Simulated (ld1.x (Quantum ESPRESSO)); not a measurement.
silver (Ag), TM: configuration errors across variants

Ag (Z = 47), norm-conserving Troullier–Martins (Kleinman–Bylander form), made with ld1.x (Quantum ESPRESSO) 7.5 (PBEsol, scalar-relativistic). Core [Kr], reference 4d10 5s0.75 5p0.25. Waves: 5p (bound): rc 3.65 bohr; 4d (bound): rc 1.70 bohr; 5s (bound): rc 2.15 bohr. Local part: the s channel. Core correction: a·sin(br)/r model core inside 1.40 bohr.

All-electron excitation energies from the reference (eV): (1) 4d10 5s1 5p0 -0.947; (2) 4d10 5s0 5p0 6.798; (3) 4d9 5s0 5p0 28.912; (4) 4d9 5s1 5p1 7.660; (5) 4d10 5s0.5 5p0 2.073; (6) 4d9 5s1 5p0 12.217; (7) 4d7 5s0 5p0 116.788.

Errors AE − PS in meV (a dash: test not solved or not reliable):

```csv
change,(1),(2),(3),(4),(5),(6),(7),bound ghosts
base,+0.1,-11,-138,-139,-1.8,-124,-1907,none
"all radii but the core radius scaled by about 0.79 (s 1.70, p 2.90, d 1.34 bohr)",+0.2,-5.3,-118,-99,-1.1,-52,-1771,none
"all radii but the core radius scaled by about 0.89 (s 1.92, p 3.24, d 1.52 bohr)",+0.1,-8.9,-132,-137,-1.5,-107,-1897,none
"all radii but the core radius scaled by about 0.95 (s 2.04, p 3.48, d 1.62 bohr)",+0.1,-10,-136,-141,-1.7,-121,-1917,none
"all radii but the core radius scaled by about 1.18 (s 2.54, p 4.30, d 2.00 bohr)",+0.4,-10,-142,-113,-1.8,-114,-1795,none
"all radii but the core radius scaled by about 1.25 (s 2.68, p 4.56, d 2.12 bohr)",+0.5,-9.5,-147,-98,-1.9,-105,-1748,none
"all radii but the core radius scaled by about 1.35 (s 2.92, p 4.94, d 2.30 bohr)",+0.6,-7.8,-164,-69,-1.7,-75,-1689,none
```

Question: Give the same row for: all radii but the core radius scaled by about 1.05 (s 2.24, p 3.82, d 1.78 bohr).

Answer: +0.2, -11, -139, -134, -1.8, -124, -1885; bound ghosts: none.
